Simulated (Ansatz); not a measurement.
`F[Si]1(F)O[SiH2]1` + H₂O → `O[Si]1(F)O[SiH2]1` + H–F at 500 K and 1 bar (formal hydrolysis of the Si–F bond).

Isolated molecules relaxed with PBE0-D4/def2-TZVP in Ansatz; ΔE leaves out vibrations. CCSD(T)/CBS is the MP2 limit (def2-TZVPP, def2-QZVPP) plus CCSD(T) − MP2 in def2-TZVPP, frozen cores. This one scheme is used for every species. One conformer a species, not always the lowest.

```tsv
species	CCSD(T)/CBS energy (Eh)	H − E (kJ/mol)	S (J/(mol·K))
`F[Si]1(F)O[SiH2]1`	-854.28089	112.9	376.2
H₂O	-76.37941	73.2	206.3
`O[Si]1(F)O[SiH2]1`	-830.25161	146.2	393.6
H–F	-100.39570	39.4	188.7
```

H − E and S are ideal-gas, rigid-rotor, harmonic terms from PBE0-D4/def2-TZVP, for one conformer and one mirror image of each species. 1 Eh = 2625.50 kJ/mol, R = 8.31446 J/(mol·K).

Question: By hand: ΔE, ΔH, ΔS and ΔG.

Answer: ΔE = (-830.25161) + (-100.39570) − (-854.28089) − (-76.37941) = 0.01299 Eh = 34.1 kJ/mol. Δ(H − E) = 146.2 + 39.4 − 112.9 − 73.2 = -0.5, so ΔH = 33.6 kJ/mol. ΔS = 393.6 + 188.7 − 376.2 − 206.3 = -0.2 J/(mol·K). ΔG = 33.6 − 500 × (-0.2)/1000 = 33.7 kJ/mol.

Question: By hand: the equilibrium constant, and the temperature at which ΔG would vanish if ΔH and ΔS stayed fixed.

Answer: log₁₀ K = −ΔG/(RT ln 10) = -3.5. ΔH and −TΔS have one sign here, so there is no such temperature.

The number of gas molecules stays the same, so ΔS is small and ΔH decides. A doubt of 5 kJ/mol in ΔE shifts log₁₀ K by 0.5 here. Other conformers and mirror images would add mixing entropy, several J/(mol·K) or more a flexible species. These are equilibria of isolated gas molecules and say nothing of rates. Largest T1 diagnostic: 0.014 (customary marks: 0.02 for closed shells, 0.045 for open ones).

ΔS is within the doubt of such terms, so its sign, and with it that verdict, could turn.
